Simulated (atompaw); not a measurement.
## Plane-wave convergence, PAW (atompaw) potential for Fe (Z = 26)

```
Element                 : Fe
Generator               : atompaw 4.2.0.5
Type                    : PAW
Functional              : PBE
Relativity              : non-relativistic
Frozen core             : [Ar]
Valence charge          : 8
Reference configuration : 3d6 4s2 4p0
Partial waves           : 4s (bound): rc 2.75 bohr; 4s channel at 0.6 Ry: rc 2.10 bohr; 4p (bound, empty): rc 2.75 bohr; 4p channel at 0.35 Ry: rc 2.75 bohr; 3d (bound): rc 1.55 bohr; 3d channel at 0.1 Ry: rc 1.55 bohr; 4f channel at 0.15 Ry: rc 2.30 bohr; 4f channel at 2.05 Ry: rc 2.30 bohr
Local potential         : ultrasoft scheme with l = 4 at -0.5 Ry, radius 2.00 bohr
Core correction         : smooth core density matched at 1.50 bohr
Augmentation charge     : sinc compensation charge, radius 2.05 bohr; PAW radius 2.75 bohr; waves and projectors: custom polynom2 7 10 vanderbiltortho
```

The pseudo-atom Hamiltonian at the reference potential is diagonalised in spherical Bessel functions j_l(qr) that vanish at 20 bohr, with q² up to the cutoff. All-electron valence levels (Ry): 4s -0.3823, 4p -0.0994, 3d -0.5715.

**Question.** How do the lowest levels (Ry) of each channel move with the cutoff, and are there ghosts?

**Answer.**

| cutoff (Ry) | s #1 | s #2 | s #3 | p #1 | d #1 | f #1 | f #2 | Σ f·Δε (mRy) |
| --- | --- | --- | --- | --- | --- | --- | --- | --- |
| 8 | -0.4106 | -0.3524 | 0.0032 | -0.0987 | 0.0544 | 0.1104 | 0.2336 | 3811.4 |
| 15 | -1.3409 | -0.3821 | 0.0032 | -0.0992 | -0.3635 | 0.1104 | 0.2336 | 1247.9 |
| 25 | -1.3869 | -0.3822 | 0.0032 | -0.0993 | -0.5646 | 0.1104 | 0.2336 | 41.1 |
| 35 | -1.3993 | -0.3822 | 0.0032 | -0.0993 | -0.5675 | 0.1104 | 0.2336 | 23.6 |
| 50 | -1.4028 | -0.3823 | 0.0032 | -0.0993 | -0.5687 | 0.1104 | 0.2336 | 16.5 |
| 70 | -1.4039 | -0.3823 | 0.0032 | -0.0993 | -0.5693 | 0.1104 | 0.2336 | 12.7 |
| 100 | -1.4046 | -0.3823 | 0.0032 | -0.0993 | -0.5696 | 0.1104 | 0.2336 | 11.1 |
| 140 | -1.4047 | -0.3823 | 0.0032 | -0.0993 | -0.5700 | 0.1104 | 0.2336 | 8.3 |
| 180 | -1.4048 | -0.3823 | 0.0032 | -0.0993 | -0.5707 | 0.1104 | 0.2336 | 4.5 |
| 260 | -1.4048 | -0.3823 | 0.0032 | -0.0993 | -0.5712 | 0.1104 | 0.2336 | 1.6 |
| 400 | -1.4048 | -0.3823 | 0.0032 | -0.0993 | -0.5714 | 0.1104 | 0.2336 | 0.0 |

Result: ghost state, extra bound levels that the all-electron valence spectrum of the same l lacks: s at -19.1 eV (a true bound ghost makes a file unfit for plane-wave use); 10 mRy is reached at 140 Ry and 1 mRy at 300 Ry.
